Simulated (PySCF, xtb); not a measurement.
ClH₅N₂Si. Atoms are numbered in the order given.

```xyz
9

Si    -0.2309    -0.0890     0.5046
N     -1.4052    -1.0046    -0.3400
N      0.8980    -1.1853     1.1721
Cl     0.4960     1.2307    -0.9435
H     -0.6555     0.7887     1.6298
H     -1.9331    -0.5945    -1.1003
H     -1.9036    -1.7568     0.1205
H      1.3241    -1.8944     0.5853
H      1.5191    -0.8893     1.9162
```
Charge 0, spin multiplicity 1.

The structure is a stationary point at PBE0-D3(BJ)/def2-SVP. One conformer was computed; it need not be the lowest.

The numbers are results of IEF-PCM-M06-2X/def2-SVP (PySCF), not measurements.

The values are the electrostatic part of the solvation free energy, E(continuum) − E(gas) at the gas-phase geometry, in a cavity of scaled van der Waals radii (PySCF's table); cavitation and dispersion terms are not included. In vacuum the orbital gap is 11.25 eV. The dipole moment in vacuum is 2.27 D.

Computed values in water (ε = 78.36), diethylether (ε = 4.24), chloroform (ε = 4.71):
| solvent | ε | ΔG(elec) (kcal/mol) | dipole (D) | gap (eV) |
|---|---|---|---|---|
| water | 78.36 | -5.9 | 2.77 | 11.50 |
| diethylether | 4.24 | -4.1 | 2.62 | 11.43 |
| chloroform | 4.71 | -4.3 | 2.64 | 11.44 |

For comparison, GFN2-xTB/ALPB(water) (xtb, at the GFN2-xTB geometry, all terms of that model) gives -5.8 kcal/mol.
